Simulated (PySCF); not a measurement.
Spinor energies of Te(48+) (tellurium, charge +48)

Start: [He] 2s2. Calculated with PySCF 2.14 in an even-tempered Gaussian basis (17 s from 27 bohr⁻², ratio 2.4; 12 p from 36 bohr⁻², ratio 2.4; 5 d from 110 bohr⁻², ratio 2.6; 4 f from 170 bohr⁻², ratio 2.6): generalised Hartree-Fock with the X2C-1e Hamiltonian and a Gaussian nucleus; one run each with spin-orbit coupling (SO) switched off, then screened by Boettger's factors.

```json
{"spinor shell": "1s1/2", "electrons": "2", "ε, spin-free (eV)": "-36674.2", "ε, screened SO (eV)": "-36674.2", "weight of nominal j (screened SO)": "1.000", "rms radius, screened SO (bohr)": "0.0316"}
{"spinor shell": "2s1/2", "electrons": "2", "ε, spin-free (eV)": "-8829.4", "ε, screened SO (eV)": "-8829.4", "weight of nominal j (screened SO)": "1.000", "rms radius, screened SO (bohr)": "0.122"}
```

```
   quantity    spin-free  screened SO
E (hartree)  -3430.62667  -3430.62667
        M_J            0            0
       ⟨J²⟩        0.000        0.000
       ⟨L²⟩        0.000        0.000
       ⟨S²⟩        0.000        0.000
```

Breit and QED terms are absent; they matter most for the inner s and p1/2 levels.

Densities and radii are taken from the X2C orbitals without a picture-change correction, which distorts them close to the nucleus.

Without spin-orbit coupling the j labels of p, d and f shells carry no meaning; the spin-free column gives the mean over the occupied spinors of each nl shell.
